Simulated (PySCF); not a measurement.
**Spin-rotation constants: `C1C[C@@H](C2=CCN2C)O1`, C₇H₁₁NO**

Geometry (Å), atoms numbered from 1 in this order:
```xyz
20

C    -1.541   -0.973    0.935
N    -1.285   -0.091   -0.174
C    -2.214    1.015   -0.493
C    -0.992    1.890   -0.579
C    -0.231    0.851   -0.191
C     1.214    0.604    0.018
C     1.859   -0.452   -0.902
C     2.240   -1.154    0.401
O     1.544   -0.180    1.180
H    -0.673   -1.611    1.088
H    -1.738   -0.434    1.871
H    -2.405   -1.595    0.695
H    -2.902    1.253    0.318
H    -2.767    0.845   -1.417
H    -0.821    2.881   -0.942
H     1.740    1.567    0.038
H     2.685   -0.099   -1.514
H     1.140   -0.990   -1.513
H     1.833   -2.159    0.543
H     3.309   -1.159    0.633
```

Computed with GIAO HF/pcSseg-1 magnetisability, rotational g tensor and spin-rotation constants, non-relativistic, gas phase (PySCF). Geometry: GFN2-xTB.

(1) Give the nuclear spin-rotation constants along the inertial axes (H = +C I·J) beside the isotropic shieldings.

Answers

(1) Rotational constants 3.2180, 1.2561, 1.0537 GHz. A star marks the isotopologue with that one atom substituted, in its own axes.
```tsv
atom	isotope	Caa (kHz)	Cbb (kHz)	Ccc (kHz)	mean (kHz)	σ (ppm)
N2	14N	0.156	0.086	0.050	0.097	201.3
H10	1H	0.113	-0.107	-0.117	-0.037	28.8
H11	1H	-0.330	-0.126	0.025	-0.144	29.9
H12	1H	-0.165	-0.069	-0.072	-0.102	29.5
H13	1H	-0.143	-0.098	-0.050	-0.097	29.0
H14	1H	-0.176	-0.128	0.001	-0.101	28.4
H15	1H	-0.310	0.092	-0.118	-0.112	26.8
H16	1H	-0.303	0.020	-0.059	-0.114	27.0
H17	1H	-0.209	-0.011	-0.114	-0.111	29.6
H18	1H	-0.223	-0.134	0.001	-0.118	29.2
H19	1H	-0.342	0.059	-0.090	-0.125	27.7
H20	1H	0.170	-0.120	-0.104	-0.018	27.5
C1	13C*	0.589	0.170	0.173	0.310	154.9
C3	13C*	0.633	0.223	0.195	0.350	138.1
C4	13C*	0.917	0.480	0.166	0.521	80.4
C5	13C*	1.288	0.595	0.234	0.706	21.9
C6	13C*	0.772	0.245	0.212	0.410	121.2
C7	13C*	0.426	0.188	0.162	0.259	165.6
C8	13C*	0.699	0.282	0.158	0.380	130.2
O9	17O*	-0.195	-0.080	-0.065	-0.113	321.2
```
For the geometry as given, no vibrational averaging.
